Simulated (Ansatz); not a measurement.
The cluster Si5O5⁺: single points at one geometry.

```yaml
crystal:
  periodic: [false, false, false]
  atoms:
    - {symbol: Si, position_ang: [0.012172, -2.975057, 0.923236]}
    - {symbol: Si, position_ang: [-0.745371, 0.044203, 0.851590]}
    - {symbol: Si, position_ang: [1.226025, 1.837261, -1.045792]}
    - {symbol: Si, position_ang: [2.306666, -0.828094, 0.139388]}
    - {symbol: Si, position_ang: [-2.000392, 2.122205, -1.119521]}
    - {symbol: O, position_ang: [1.510825, -2.143118, 0.683829]}
    - {symbol: O, position_ang: [0.816891, 0.327244, 0.011409]}
    - {symbol: O, position_ang: [-0.951528, -1.584319, 0.853249]}
    - {symbol: O, position_ang: [-0.296560, 2.381847, -1.251353]}
    - {symbol: O, position_ang: [-1.878717, 0.817829, -0.046016]}
basis:
  gaussian: {orbitals: def2-TZVP, initial_orbitals: start.molden}
total_charge: 1
magnetization: {spin_polarized: true, initial_magnetization: 1}
hamiltonian: {xc: pbe, dispersion: d4}
scf: {omitted_lower_state_checks: [starts]}
output: {orbitals: {seedname: orbitals}}
```

The file start.molden holds the orbitals of an earlier run on this structure, at another level or in another basis.

```sh
$ ansatz run in.yaml --threads 4 --pin off --events-out ev --progress --plain --max-ram 6963MiB
```

Output, abridged:

```
Functional definition: PBE
2015 factors; their error is unknown
mean field evaluation 1: about -49599.3983 eV, gradient 1.2e1 eV
mean field evaluation 2: about -49599.6790 eV, gradient 4.1e-1 eV
mean field evaluation 4: about -49599.6530 eV, gradient 6.8e-2 eV
mean field evaluation 8: about -49599.6530 eV, gradient 1.3e-5 eV
mean field -49599.65301467 eV, -1822.7536284369 hartree, gradient 1.3e-5 eV, S^2 0.752075; 0 other end points of the search recorded, 0 dependent functions left out
reference -49599.65306328 eV, -1822.7536302233 hartree; 55, 54 occupied and 285, 286 virtual orbitals, 2015 factors
Total energy: -49600.31292620 eV, -1822.7778797381 hartree
Checks for a lower state left out: starts
```

Hardware: 4 threads of Arm Neoverse V2 on a shared host. Wall time 9 s, peak host memory 0.83 GiB.

The first input with `gaussian: {orbitals: STO-3G}`, `hamiltonian: {xc: hf}` (abridged; 0.95 s):

```
Functional definition: HF
mean field -48908.67229741 eV, -1797.3605554412 hartree, gradient 2.5e-5 eV, S^2 0.762649
Total energy: -48908.67229741 eV, -1797.3605554412 hartree
Checks for a lower state left out: starts
```

As the first input, with `hamiltonian: {xc: pbe0, dispersion: d4}`, `output: {forces: true, orbitals: {seedname: orbitals}}` (abridged; 45 s):

```
Functional definition: PBE0
mean field -49602.49156456 eV, -1822.8579432214 hartree, gradient 2.5e-5 eV, S^2 0.752379
Total energy: -49603.06167031 eV, -1822.8788942212 hartree
Atom 0 force     0.198208     1.080252    -0.156096 eV/Å
Atom 1 force    -0.085134    -0.324960    -0.782368 eV/Å
Atom 2 force    -0.898962    -0.086200     0.134206 eV/Å
Atom 3 force    -0.770854    -0.428327     0.236110 eV/Å
Atom 4 force     0.829560    -0.550671     0.475256 eV/Å
Atom 5 force     0.038690     0.183148    -0.151100 eV/Å
Atom 6 force    -0.066319     0.022134     0.109412 eV/Å
Atom 7 force     0.267685     0.192384     0.060046 eV/Å
Atom 8 force     0.179452    -0.149000     0.016560 eV/Å
Atom 9 force     0.307673     0.061239     0.057974 eV/Å
Dipole moment:     0.423700     0.144123    -0.051936 e Å
Checks for a lower state left out: starts
```

As the first input, with `gaussian: {orbitals: def2-SVP, initial_orbitals: start.molden}` (abridged; 4 s):

```
Functional definition: PBE
mean field -49572.75707887 eV, -1821.7652210267 hartree, gradient 1.7e-5 eV, S^2 0.751875
Total energy: -49573.41698572 eV, -1821.7894721564 hartree
Checks for a lower state left out: starts
```

The first input with `hamiltonian: {xc: {name: LC-wPBE}}` (abridged; 34 s):

```
Functional definition: LC-wPBE
mean field -49609.81120215 eV, -1823.1269349411 hartree, gradient 2.9e-5 eV, S^2 0.752993
Total energy: -49609.81120215 eV, -1823.1269349414 hartree
Checks for a lower state left out: starts
```

As the first input, with `gaussian: {orbitals: def2-SVP, initial_orbitals: start.molden}`, `correlation: {method: mp2}` and without the key `hamiltonian` (abridged; 6.5 s):

```
Functional definition: HF
mean field -49478.83176736 eV, -1818.3135294938 hartree, gradient 1.7e-6 eV, S^2 0.786173
30 core orbitals not correlated: weight in the atoms' cores, before any rotation towards them, 1.000 or more for the frozen orbitals, at most 0.000 for the correlated occupied ones
second order -34.02424577 eV of doubles, -0.00000000 eV of singles
Total energy: -49512.85601313 eV, -1819.5638974633 hartree
Checks for a lower state left out: starts
```

As the first input, with `gaussian: {orbitals: def2-SVP, initial_orbitals: start.molden}`, `hamiltonian: {xc: pbe0, dispersion: d4}` (abridged; 6 s):

```
Functional definition: PBE0
mean field -49575.63623756 eV, -1821.8710281571 hartree, gradient 1.7e-5 eV, S^2 0.752181
Total energy: -49576.20633999 eV, -1821.8919790350 hartree
Checks for a lower state left out: starts
```

Geometry: PBE0-D4/def2-SVP.

LC-ωPBE has ω = 0.4 bohr⁻¹. Correlated methods freeze 30 core orbitals. The structure comes from a short search, and lower isomers may exist.
